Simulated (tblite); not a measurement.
Compound: C3H13ClGe2Si.
SMILES with atom numbers: `[CH3:1][CH2:2][C@@H:3]([Cl:4])[Ge@@H:5]([SiH3:6])[GeH3:7]` (hydrogens: H8, H9, H10 on C1; H11, H12 on C2; H13 on C3; H14 on Ge5; H15, H16, H17 on Si6; H18, H19, H20 on Ge7)

Computed with GFN2-xTB (tblite), gas phase: L-BFGS steps from a force-field or distance-geometry start until the largest atomic force falls under 0.01 eV/Å.

Step 26: E = -631.1609 eV
```
atom  x, y, z in Å  |  force x, y, z in eV/Å
C1     -1.5623   -0.9220    0.9812   -0.004  -0.015  -0.020
C2     -1.8989   -0.3539   -0.3927    0.018   0.005   0.047
C3     -0.7292   -0.5150   -1.3440   -0.029   0.027   0.070
Cl4    -1.1430    0.2373   -2.9085    0.017  -0.004  -0.001
Ge5     0.9870    0.3663   -0.7770    0.032  -0.043  -0.054
Si6     0.7552    2.5361    0.1208    0.003  -0.004  -0.013
Ge7     2.1590   -1.1406    0.7028    0.023  -0.037   0.007
H8     -0.7437   -0.3653    1.4427   -0.013  -0.011  -0.030
H9     -1.2625   -1.9659    0.8948   -0.010   0.016   0.020
H10    -2.4217   -0.8626    1.6450   -0.017  -0.010  -0.037
H11    -2.1527    0.7070   -0.2994    0.030  -0.038  -0.018
H12    -2.7699   -0.8716   -0.8078   -0.009   0.038   0.066
H13    -0.5733   -1.5757   -1.5542    0.018   0.015  -0.033
H14     1.7661    0.3263   -2.0879    0.020   0.025   0.039
H15     0.2232    2.3995    1.4818   -0.015   0.039  -0.032
H16     2.0829    3.1438    0.1998    0.019   0.013   0.013
H17    -0.1108    3.4029   -0.6718   -0.048  -0.026  -0.005
H18     1.5735   -2.5200    0.8628   -0.003   0.037  -0.001
H19     3.6071   -1.4071    0.3981   -0.015   0.012  -0.028
H20     2.2088   -0.6088    2.1107   -0.017  -0.039   0.009
```

Step 27: E = -631.1620 eV
```
atom  x, y, z in Å  |  force x, y, z in eV/Å
C1     -1.5639   -0.9223    0.9814   -0.001  -0.019   0.001
C2     -1.8982   -0.3515   -0.3908    0.011   0.009   0.035
C3     -0.7284   -0.5113   -1.3412    0.006   0.004   0.073
Cl4    -1.1382    0.2408   -2.9065    0.011  -0.008   0.001
Ge5     0.9910    0.3654   -0.7755   -0.006  -0.005  -0.026
Si6     0.7529    2.5380    0.1182    0.003  -0.006  -0.015
Ge7     2.1604   -1.1426    0.7014    0.035  -0.041   0.040
H8     -0.7463   -0.3678    1.4459    0.008   0.003  -0.027
H9     -1.2644   -1.9652    0.8933    0.002  -0.015   0.014
H10    -2.4224   -0.8660    1.6458   -0.038  -0.001  -0.037
H11    -2.1502    0.7085   -0.2968    0.014  -0.002  -0.009
H12    -2.7688   -0.8675   -0.8077   -0.019   0.032   0.060
H13    -0.5723   -1.5725   -1.5483    0.017   0.009  -0.052
H14     1.7675    0.3241   -2.0844    0.037   0.022   0.009
H15     0.2187    2.3996    1.4795   -0.007   0.048  -0.054
H16     2.0789    3.1515    0.1965    0.002   0.006   0.015
H17    -0.1153    3.3986   -0.6812   -0.035  -0.039   0.014
H18     1.5736   -2.5214    0.8568   -0.007   0.029  -0.001
H19     3.6084   -1.4106    0.3977   -0.012   0.013  -0.032
H20     2.2117   -0.6170    2.1127   -0.021  -0.041  -0.008
```

Step 28: E = -631.1630 eV
```
atom  x, y, z in Å  |  force x, y, z in eV/Å
C1     -1.5654   -0.9229    0.9816    0.002  -0.018   0.026
C2     -1.8974   -0.3492   -0.3884    0.002   0.010   0.014
C3     -0.7276   -0.5079   -1.3374    0.040  -0.021   0.045
Cl4    -1.1334    0.2438   -2.9044    0.006  -0.011   0.012
Ge5     0.9949    0.3644   -0.7745   -0.033   0.029   0.016
Si6     0.7509    2.5398    0.1152    0.006  -0.009  -0.022
Ge7     2.1627   -1.1453    0.7007    0.033  -0.027   0.053
H8     -0.7487   -0.3701    1.4482    0.025   0.015  -0.016
H9     -1.2662   -1.9649    0.8921    0.012  -0.043   0.007
H10    -2.4238   -0.8694    1.6458   -0.052   0.007  -0.031
H11    -2.1475    0.7099   -0.2946    0.001   0.038   0.006
H12    -2.7684   -0.8630   -0.8062   -0.029   0.022   0.046
H13    -0.5711   -1.5692   -1.5437    0.013   0.003  -0.060
H14     1.7692    0.3221   -2.0814    0.052   0.019  -0.022
H15     0.2141    2.4009    1.4761   -0.003   0.052  -0.064
H16     2.0752    3.1594    0.1940   -0.016  -0.002   0.015
H17    -0.1204    3.3943   -0.6893   -0.021  -0.049   0.027
H18     1.5739   -2.5223    0.8515   -0.013   0.011  -0.001
H19     3.6097   -1.4140    0.3971   -0.003   0.011  -0.036
H20     2.2141   -0.6257    2.1146   -0.022  -0.039  -0.015
```

Q: Estimate the geometry and energy of step 29. (The exact step hangs on the optimiser's Hessian estimate; all steps are aligned on step 28, rigid shifts and turns removed.)

A: E = -631.1644 eV, largest force 0.095 eV/Å
```
atom  x, y, z in Å  |  force x, y, z in eV/Å
C1     -1.5673   -0.9241    0.9825    0.005  -0.012   0.049
C2     -1.8962   -0.3460   -0.3849   -0.008   0.009  -0.012
C3     -0.7259   -0.5037   -1.3315    0.063  -0.048  -0.008
Cl4    -1.1269    0.2476   -2.9014    0.000  -0.014   0.028
Ge5     0.9995    0.3635   -0.7728   -0.042   0.057   0.064
Si6     0.7484    2.5421    0.1107    0.012  -0.009  -0.031
Ge7     2.1663   -1.1495    0.7007    0.016   0.000   0.047
H8     -0.7514   -0.3728    1.4508    0.038   0.021   0.001
H9     -1.2683   -1.9654    0.8907    0.020  -0.062   0.000
H10    -2.4267   -0.8736    1.6450   -0.058   0.015  -0.020
H11    -2.1439    0.7126   -0.2915   -0.010   0.075   0.026
H12    -2.7684   -0.8565   -0.8032   -0.034   0.011   0.026
H13    -0.5692   -1.5647   -1.5388    0.009  -0.005  -0.060
H14     1.7724    0.3197   -2.0779    0.062   0.015  -0.047
H15     0.2080    2.4038    1.4703    0.000   0.055  -0.064
H16     2.0698    3.1700    0.1911   -0.034  -0.010   0.012
H17    -0.1277    3.3879   -0.6994   -0.008  -0.055   0.037
H18     1.5739   -2.5236    0.8442   -0.020  -0.017   0.001
H19     3.6116   -1.4185    0.3956    0.013   0.008  -0.038
H20     2.2168   -0.6381    2.1169   -0.021  -0.032  -0.012
```

The energy changes by -0.0014 eV. The first-order estimate −F·Δx gives -0.0019 eV and the mean of the old and new forces, exact on a quadratic surface, -0.0014 eV. The step makes an angle of 75° with the force vector and moves no atom by more than 0.014 Å.

What follows is the cost of the whole relaxation. On Arm Neoverse V1, one thread, no GPU (shared host), this took 1.0 s.
